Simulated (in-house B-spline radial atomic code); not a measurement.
Successive ionisation energies of erbium; each step leads to the configuration of the next row (after the last: [Ar] 3d10 4s1). NIST's values go from ground level to ground level; the uncertainty of those that are theory runs from under 0.1 % in few-electron ions to several per cent in heavy many-electron ones. Computed with a B-spline radial code for spherical atoms: non-relativistic Hartree-Fock, average of the configuration, point nuclei.

This level leaves out relativity, spin-orbit splitting included, which matters for heavy ions.

```
  ion      configuration  ionisation energy (eV)  tabulated value (eV)    tabulated kind  computed minus tabulated (eV)  highest orbital  largest mean radius (bohr)
Er30+           [Kr] 4d2                  1134.5                  1142  tabulated theory                           -7.5               4d                     0.49149
Er31+           [Kr] 4d1                  1182.1                  1188  tabulated theory                           -5.9               4d                     0.48831
Er32+  [Ar] 3d10 4s2 4p6                  1360.0                  1370  tabulated theory                          -10.0               4p                     0.48516
Er33+  [Ar] 3d10 4s2 4p5                  1407.2                  1416  tabulated theory                           -8.8               4p                     0.48258
Er34+  [Ar] 3d10 4s2 4p4                  1454.8                  1468  tabulated theory                          -13.2               4p                     0.48011
Er35+  [Ar] 3d10 4s2 4p3                  1502.9                  1516  tabulated theory                          -13.1               4p                     0.47766
Er36+  [Ar] 3d10 4s2 4p2                  1551.4                  1625  tabulated theory                          -73.6               4p                     0.47525
Er37+  [Ar] 3d10 4s2 4p1                  1600.4                  1678  tabulated theory                          -77.6               4p                     0.47286
Er38+      [Ar] 3d10 4s2                  1714.7                  1803  tabulated theory                          -88.3               4s                     0.47051
```
